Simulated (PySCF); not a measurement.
C3H7FSi2.
Geometry (PBE0-D3(BJ)/def2-SVP, Å), atoms numbered from 1 in this order:
```
atom  x, y, z in Å
F1    -3.8903   -0.5031    0.7591
C2    -2.5345   -0.6826    0.5816
Si3   -1.6555    1.0010    0.6372
C4     0.1373    0.6921    0.3829
C5     1.3229    0.4402    0.2067
Si6    3.1026    0.0723   -0.0592
H7    -2.1453   -1.3480    1.3726
H8    -2.3537   -1.1823   -0.3865
H9    -2.1740    1.8844   -0.4452
H10   -1.8740    1.6482    1.9617
H11    3.7878   -0.0309    1.2612
H12    3.7188    1.1680   -0.8611
H13    3.2325   -1.2199   -0.7925
```

All values: B3LYP/def2-SVPD (PySCF, non-relativistic), on one gas-phase PBE0-D3(BJ)/def2-SVP geometry that isn't relaxed in the solvent. The solvent is an IEF-PCM continuum (cavity from Bondi-type radii × 1.2), and excitations are vertical TDDFT with non-equilibrium linear response and a frozen core. Only the electrostatic response of the medium enters.

Gas-phase singlets (H = HOMO, L = LUMO):

| state | E (eV) | λ (nm) | f | leading configuration |
| --- | --- | --- | --- | --- |
| S1 | 5.465 | 227 | 0.000 | H-1→L 65% |
| S2 | 5.638 | 220 | 0.005 | H→L 51% |
| S3 | 5.644 | 220 | 0.001 | H→L+1 63% |
| S4 | 6.917 | 179 | 0.399 | H-2→L 52% |
| S5 | 7.029 | 176 | 0.002 | H-2→L+1 93% |

How does the list change in dichloromethane (ε = 8.93)?

```tsv
state	E (eV)	λ (nm)	f	leading configuration	change by rank (eV)
S1	5.506	225	0.000	H-1→L 63%	+0.041
S2	5.667	219	0.007	H→L 51%	+0.029
S3	5.671	219	0.002	H→L+1 60%	+0.027
S4	6.858	181	0.658	H-2→L 41%	-0.059
S5	7.022	177	0.003	H-2→L+1 93%	-0.007
```

What are the lowest 5 singlets in acetone (ε = 20.49)?

```tsv
state	E (eV)	λ (nm)	f	leading configuration	change by rank (eV)
S1	5.511	225	0.000	H-1→L 62%	+0.046
S2	5.673	219	0.007	H→L 51%	+0.035
S3	5.676	218	0.002	H→L+1 60%	+0.032
S4	6.868	181	0.621	H-2→L 43%	-0.049
S5	7.020	177	0.002	H-2→L+1 93%	-0.009
```

The ground-state energy changes by -0.116 eV from gas to acetone. By how much does the total energy of gas-phase S1 change?

E(S1) = E(S0) + excitation energy, so it changes by -0.116 + 0.046 = -0.070 eV: it is lowered less than the ground state, which is what a blue shift means. This is the vertical state, with the slow part of the continuum still set for S0.

How do the frontier levels move from gas to acetone?

```csv
orbital,gas (eV),solvent (eV),change (eV),"Löwdin shares, gas","Löwdin shares, solvent"
LUMO+2,0.04,0.15,+0.11,"Si6 32 %, C5 14 %, Si3 13 %, C4 10 %","Si6 25 %, Si3 14 %, C5 13 %, C4 10 %"
LUMO+1,-0.97,-0.88,+0.09,"C5 28 %, C4 28 %, Si6 15 %, Si3 12 %","C5 29 %, C4 29 %, Si6 14 %, Si3 12 %"
LUMO,-1.06,-0.96,+0.10,"C5 28 %, C4 27 %, Si3 13 %, Si6 13 %","C5 28 %, C4 28 %, Si3 13 %, Si6 13 %"
HOMO,-7.98,-7.92,+0.06,"C5 31 %, C4 30 %, C2 9 %, Si3 8 %","C5 30 %, C4 29 %, C2 10 %, Si3 8 %"
HOMO-1,-8.06,-8.01,+0.05,"C5 37 %, C4 37 %, Si3 7 %, Si6 7 %","C5 36 %, C4 36 %, Si3 7 %, Si6 7 %"
HOMO-2,-8.95,-8.87,+0.08,"F1 24 %, C2 22 %, Si3 16 %, C4 13 %","C2 22 %, F1 21 %, Si3 16 %, C4 13 %"
HOMO-3,-9.58,-9.45,+0.13,"F1 23 %, C2 18 %, Si3 17 %, H10 10 %","F1 19 %, C2 18 %, Si3 18 %, H10 10 %"
```

The HOMO–LUMO gap goes from 6.92 to 6.95 eV.

The run took about 30 s of CPU time (one thread, shared machine). This is the whole response run at B3LYP/def2-SVPD in acetone, SCF included.
